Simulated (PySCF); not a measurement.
C4H7BN2, SMILES N1=CB(C)C=NC1. Heavy atoms are numbered as in [CH3:1][B:2]1[CH:3]=[N:4][CH2:5][N:6]=[CH:7]1. Hydrogens are named by the atom that carries them.

Coordinates come from a PBE0-D3(BJ)/def2-SVP optimisation. This is a generated structure with no PubChem entry under its InChIKey; it may be hypothetical. Other conformers were not sampled.

Level of theory: M06-2X/def2-TZVP run with PySCF.

ESP charges are fitted to the potential on shells at 1.4 to 2.0 van der Waals radii. Atomic charges (e), one atom of each kind:

```tsv
atom	IAO	Mulliken	ESP fit
C1 (CH3)	-0.57	-0.47	-0.81
B2	0.23	0.09	0.15
C3 (CH)	-0.11	-0.14	0.39
N4	-0.24	-0.16	-0.74
C5 (CH2)	-0.06	-0.09	0.71
H on C1	0.17	0.16	0.20
H on C3	0.13	0.13	0.00
H on C5	0.18	0.17	0.02
```

Computed Mayer and Wiberg (Löwdin basis) orders of the bonds:
```csv
bond,Mayer,Wiberg
C1–B2,1.04,1.33
B2–C3,1.06,1.17
C3–N4,1.83,2.15
N4–C5,1.01,1.41
C5–N6,1.01,1.41
B2–C7,1.06,1.17
N6–C7,1.83,2.15
```
